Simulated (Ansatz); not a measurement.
One change: `C[N](C)[In]([F])[SH]` becomes `CN(C)B(F)S`.

Ansatz, PBE0-D4/def2-TZVP geometries, multiplicity 1. Each molecule was computed in one conformer, which needn't be the lowest.

Elements past krypton have def2 core potentials.

| property | `C[N](C)[In]([F])[SH]` |
| --- | --- |
| HOMO energy (ωB97M-V/def2-TZVPP) / eV | -8.71 |
| HOMO–LUMO gap (PBE/def2-TZVPP) / eV | 2.68 |
| HOMO–LUMO gap (PBE0/def2-TZVPP) / eV | 4.81 |
| LUMO energy (PBE/def2-TZVPP) / eV | -2.51 |
| HOMO energy (PBE0/def2-TZVPP) / eV | -6.43 |
| size of the dipole moment (B3LYP/def2-TZVPP) / D | 2.26 |

Task: What does the change do to each property? (Best estimate.)

Result: Computed: 
| property | `CN(C)B(F)S` | shift |
| --- | --- | --- |
| HOMO energy (ωB97M-V/def2-TZVPP) / eV | -9.10 | -0.39 |
| HOMO–LUMO gap (PBE/def2-TZVPP) / eV | 5.40 | 2.72 |
| HOMO–LUMO gap (PBE0/def2-TZVPP) / eV | 7.55 | 2.74 |
| LUMO energy (PBE/def2-TZVPP) / eV | -0.25 | 2.26 |
| HOMO energy (PBE0/def2-TZVPP) / eV | -6.89 | -0.46 |
| size of the dipole moment (B3LYP/def2-TZVPP) / D | 1.84 | -0.42 |

With PBE0 the HOMO falls by 0.46 eV and the LUMO rises by 2.28 eV, so the gap widens by about 2.74 eV. PBE moves the HOMO by -0.45 eV and ωB97M-V by -0.39 eV. Dipoles are sizes alone; their direction can turn.

B3LYP here is the variant with VWN-RPA as its local correlation; programs differ in this.
